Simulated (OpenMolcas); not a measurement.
Ta2+: moving or changing the point charges

Ta2+ among 6 point charges of -1 e arranged as a trigonal antiprism (D3d), 2.17 Å from the ion, with a polar angle of 61.9° against the regular 54.74°.
```
   0.0000    1.9133    1.0237  -1.00
  -1.6570   -0.9567    1.0237  -1.00
   1.6570   -0.9567    1.0237  -1.00
   0.0000   -1.9133   -1.0237  -1.00
   1.6570    0.9567   -1.0237  -1.00
  -1.6570    0.9567   -1.0237  -1.00
```

```
Program             : OpenMolcas
Method              : CASSCF
Basis               : ANO-RCC-VDZP [7s6p4d2f1g]
Scalar Hamiltonian  : DKH2, point nucleus
Active space        : 3 electrons in 5 orbitals (5d)
State averaging     : 2S+1 = 4 even, 10 roots; 2S+1 = 2 even, 40 roots
Spin-orbit coupling : state interaction with AMFI integrals over the reference wave functions
```

Runs around this geometry, states (labels of D3, the rotations of D3d). Energies in cm-1 above the lowest state or level, χT in cm3 K/mol.

```tsv
R (Å)	q (e)	Polar angle / regular	Ground state	First state of that spin	First gap with spin-orbit (degeneracies)	χT at 300 K	First state of another spin
2.17	-0.65	1.13	4A2	4A1 6229	465.4 (2, 2)	0.620	2A2 9998
2.17	-1	1.13	4A2	4A1 9820	340.4 (2, 2)	0.984	2E 9619
2.41	-1	1.13	4A2	4A1 6387	497.1 (2, 2)	0.627	2A2 10073
2.17	-1	1.22	4A2	4A1 10587	348.7 (2, 2)	1.090	2E 7710
```

Taking the first state of the same spin as R^-n, n = -ln(6387 / 9820) / ln(2.41 / 2.17) = 4.1 between the shortest and longest distance.

Scaling the charges by -0.65 / -1 = 0.65 scales the first state of the same spin by 6229 / 9820 = 0.63; with fixed orbitals a first-order splitting would follow the charge.

Without dynamic correlation the repulsion within the d shell is too large (B by tens of per cent), so at a given field states of lower spin stand too high. This is an electrostatic model: the charges have no orbitals. No measured value stands beside these numbers.
